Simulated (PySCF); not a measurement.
C$_{2}$H$_{5}$Se (SMILES [CH2][Se]C), doublet, geometry from GFN2-xTB. Base run: SCAN/6-31G* in PySCF.

Input for PySCF:
```python
from pyscf import gto, scf, dft

mol = gto.Mole()
mol.atom = '''
    C     1.49761263    0.16353966   -0.58909228
    Se   -0.00641801   -0.21359841    0.38267030
    C    -1.33162899    0.55167442   -0.83254576
    H     2.42913506   -0.14745875   -0.15117942
    H     1.49762313    1.05842432   -1.18733177
    H    -1.15487641    1.62127093   -0.92096503
    H    -1.23025095    0.07022799   -1.80212363
    H    -2.31932019    0.36859686   -0.41936231
'''
mol.basis = '6-31g*'
mol.spin = 1
mol.verbose = 4
mol.build()

mf = dft.UKS(mol)
mf.xc = 'scan'
mf.kernel()
```

The base run was repeated with changes; each row names its change, and settings that it needs were set with it.

| change | ΔE vs base (mEh) | grid points | electrons on the grid |
|---|---|---|---|
| base | 0.000 | 97704 | 50.99999 |
| grids.atom_grid = (75, 302) | 4.168 | 115504 | 50.99999 |
| grids.radi_method = gauss_chebyshev | 23.828 | 96056 | 50.99999 |
| grids.prune = dft.gen_grid.treutler_prune | -0.031 | 86672 | 50.99999 |
| small_rho_cutoff = 0 | 0.000 | 97704 | 50.99999 |
| grids.becke_scheme = stratmann | -0.010 | 97704 | 51.00000 |
| grids.level = 5 | 3.908 | 248392 | 51.00000 |
| grids.atom_grid = (50, 194) | 78.005 | 52512 | 51.00004 |
| grids.level = 4 | 1.911 | 165944 | 51.00000 |
| grids.atom_grid = (30, 110) | 238.1 | 19704 | 51.00054 |
| grids.prune = off | -0.003 | 159864 | 50.99999 |

Open shells are given as the SCF converged; they aren't shown to be the lowest states, and a large step between rows can be another state.
